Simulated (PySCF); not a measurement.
Zn(iPr)(OH) (C3H8OZn), SMILES C[CH](C)[Zn][OH].

Geometry: B3LYP-D3(BJ)/def2-SVP. The structure was generated by enumeration; whether it is a known compound was not checked. The values are those of a single conformer.

Method: C-PCM-B3LYP/def2-SVP (PySCF).

The values are the electrostatic part of the solvation free energy, E(continuum) − E(gas) at the gas-phase geometry, in a cavity of scaled van der Waals radii (PySCF's table); cavitation and dispersion terms are not included. A continuum can't describe solvent molecules that bind to the metal. In vacuum the orbital gap is 6.42 eV. The dipole moment in vacuum is 1.88 D.

```tsv
solvent	ε	ΔG(elec) (kcal/mol)	dipole (D)	gap (eV)
water	78.36	-12.1	2.13	6.46
1-octanol	9.86	-10.9	2.11	6.46
methanol	32.61	-11.9	2.13	6.46
```
